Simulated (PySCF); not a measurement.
Compound: cis-PtCl2(PF3)2 (singlet state).
Bonds: Pt1–Cl2, Pt1–Cl3, Pt1–P4, Pt1–P8, P4–F5, P4–F6, P4–F7, P8–F9, P8–F10, P8–F11.

Method: PBE0-D3(BJ)/def2-SVP geometry optimisation, gas phase, def2 core potentials past Kr in PySCF.

(1) How far are the bound atoms from Pt1?

(2) List the angles at Pt1.

(3) Describe the arrangement about Pt1 in numbers.

(4) What are the other bond lengths?

(5) Give some angles away from the centre.

(6) What are the rotational constants (commonest isotopes, rigid rotor)?

Answers

(1) 4 atoms: P8 2.191 Å, P4 2.191 Å, Cl3 2.333 Å, Cl2 2.334 Å. The nearest atom not counted as bound is F11, at 3.23 Å (others tie with it).

(2) 
```
      angle  degrees  distance of the outer atoms (Å)
 Cl2–Pt1–P4    175.0                             4.52
 Cl3–Pt1–P8    174.6                             4.52
  P4–Pt1–P8    104.3                             3.46
Cl2–Pt1–Cl3     94.0                             3.41
 Cl3–Pt1–P4     81.1                             2.94
 Cl2–Pt1–P8     80.6                             2.93
```

(3) Angles from 80.6° to 175.0°; τ4 = (360° − α − β)/141° = 0.07 with α and β the two widest (0 for a square, 1 for a tetrahedron).

(4) P4–F5, P8–F9 1.573 Å; P4–F6 and 3 like bonds 1.563 Å.

(5) Pt1–P4–F5 117.8°, F5–P4–F6 99.3°, F6–P4–F7 101.0°.

(6) A = 658.9, B = 442.4, C = 299.3 MHz: an asymmetric top.

Point group: C2v (tolerance 0.08 Å). Charge 0, singlet. Not checked by PBE0-D3(BJ)/def2-SVP frequencies.
